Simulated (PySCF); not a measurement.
# Static response to an electric field

Species: GaCl2(NH2).
Structure used (PBE0-D3(BJ)/def2-SVP), in Å, numbered top down from 1:
```xyz
6
Cl2GaH2N angstrom
Ga     0.3244    0.6367   -0.0126
Cl     2.4297    0.8174    0.2720
Cl    -0.8075    2.4112   -0.3445
N     -0.4816   -0.9587    0.0255
H     -1.4771   -1.0771   -0.1113
H      0.0122   -1.8295    0.1709
```

Level: wB97X-D/def2-SVPD (PySCF), static field, nuclei fixed, core orbitals frozen in the response. The polarisability tensor in these axes (au):

```
x   69.42 -1.55  3.21
y   -1.55 66.64 -2.01
z    3.21 -2.01 48.68
```

Give the principal values, the mean and the anisotropy Δα = √{½[(α1 − α2)² + (α2 − α3)² + (α1 − α3)²]}.

Principal values 48.03, 65.95 and 70.76 au; mean 61.58 au = 9.13 Å³ = 10.15 × 10⁻⁴⁰ C²·m²/J; Δα = 20.75 au (34 % of the mean).

What is the dipole moment, and where does it point?

(-1.22, -2.46, 0.04) D, 2.75 D in size, pointing from the negative to the positive side. Measured along this direction, the outermost atoms are Cl3 and Cl2 at the negative end and H6 and H5 at the positive end.

Directions of the eigenvectors, and the extent of the frame along each?

Largest value along (0.89, -0.42, 0.17), where the nuclei span 3.66 Å; middle along (0.43, 0.90, -0.03), 3.49 Å; least along (-0.14, 0.09, 0.99), 0.01 Å. The response follows the extents in order.

What depolarisation ratio follows for Rayleigh scattering of linearly polarised light, taking the static tensor?

ρ = 3Δα²/(45ᾱ² + 4Δα²) = 1291.7/(170644 + 1722.3) = 0.00749.

What are the principal values of the traceless quadrupole moment, Θ = ½Σq(3rr − r²1), about the centre of nuclear charge?

-5.50, 0.34, 5.16 D·Å. The values depend on the origin, since the dipole doesn't vanish. The electronic extent ⟨r²⟩ about the same centre is 763 bohr², a root-mean-square distance of 1.70 Å for the 74 electrons.

What would n − 1 = 2πNα be for an ideal gas of these molecules at 500 K and 1 atm, electronic part alone?

N = p/kT = 1.4678 × 10¹⁹ cm⁻³, so n − 1 = 2π × N × 9.13 × 10⁻²⁴ cm³ = 842 × 10⁻⁶ at long wavelengths, for an ideal gas.

Geometry: PBE0-D3(BJ)/def2-SVP; no solvent, vibrations or thermal averaging. The calculation is non-relativistic, for gallium too.
